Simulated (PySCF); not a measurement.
SMILES c1c(C=O)sc(OC)c1 (C₆H₆O₂S) (GFN2-xTB optimised geometry):

```
15

C     -2.341    -2.232     0.002
O     -0.941    -2.408     0.000
C     -0.188    -1.309     0.000
C      1.189    -1.309     0.000
C      1.718    -0.017     0.000
C      0.763     0.974     0.000
C      0.952     2.397     0.000
O      0.076     3.231    -0.001
S     -0.845     0.293     0.000
H     -2.668    -1.685    -0.887
H     -2.665    -1.686     0.893
H     -2.772    -3.231     0.002
H      1.769    -2.213     0.000
H      2.772     0.195     0.000
H      2.023     2.684     0.000
```

Calculation: CAM-B3LYP/def2-TZVP in PySCF 2.14.0.

**Question.** What are the frontier orbital energies and the dipole moment?

**Answer.** HOMO-2 -9.03 eV, HOMO-1 -8.84 eV, HOMO -7.76 eV, LUMO -0.61 eV, LUMO+1 1.46 eV; dipole moment 3.92 D.

On the same geometry PBE/def2-TZVP in PySCF gives HOMO-2 -6.69 eV, HOMO-1 -5.64 eV, HOMO -5.61 eV, LUMO -2.45 eV, LUMO+1 -0.75 eV; dipole moment 4.20 D.

Meta-Löwdin charges at CAM-B3LYP/def2-TZVP: C1 -0.12, O2 -0.31, C3 0.12, C4 -0.21, C5 -0.10, C6 -0.20, C7 0.26, O8 -0.44, S9 0.27, H10 0.12, H11 0.12, H12 0.14, H13 0.14, H14 0.13, H15 0.07.
